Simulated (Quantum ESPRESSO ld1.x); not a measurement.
Task: V11+, configuration [Ne] 3s2. Calculated with ld1.x of Quantum ESPRESSO 7.5: Dirac Kohn-Sham, relativistic LDA (MacDonald-Vosko exchange, VWN5 correlation), spin-unpolarised, spherical densities, point nucleus. Some entries of the table are withheld. Estimate them.

orbital,occ.,eigenvalue (hartree),<r^2> (bohr^2)
1s1/2,2,-206.938,0.005969
2s1/2,2,(1),0.1103
2p1/2,2,(2),0.08877
2p3/2,4,(3),0.09040
3s1/2,2,-10.8750,0.7458

Result: 
(1) 2s1/2 eigenvalue (hartree): -32.2185
(2) 2p1/2 eigenvalue (hartree): -28.9013
(3) 2p3/2 eigenvalue (hartree): -28.6347
